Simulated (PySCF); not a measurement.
A thermochemical cycle for SrIn

MP2 in PySCF with def2-SVP on every atom (core potentials on Sr, In), for the lowest determinant that a PBE0 search found; no spin–orbit coupling. SrIn, a doublet (π ↑), has De = 0.36 eV to neutral atoms, and SrIn⁺, a singlet (closed shell), has De = 1.18 eV to Sr⁺ + In.

At the same level the Sr atom ionises at 5.41 eV.

**Question.** What is the adiabatic ionisation energy of the molecule, and does ionisation strengthen or weaken the bond?

**Answer.** IE = IE(Sr) + De(neutral) − De(ion) = 5.41 + 0.36 − 1.18 = 4.59 eV. De changes by +0.82 eV, so ionisation strengthens the bond.

Correlated steps freeze 4 core orbitals. Weak bonds: SrIn. Basis-set superposition, not corrected here, can be much of De in a small basis, most of all at correlated wavefunction levels. These are scalar-relativistic numbers at best; spin–orbit coupling would shift them, the dissociation energy most. For an ion De counts to the pair picked by the measured ionisation energies or electron affinities, which need not be the lowest pair at this level. Where the molecule has an RHF reference, its open-shell atoms are computed with UHF. States were picked by a PBE0 search and need not be the measured ground states.
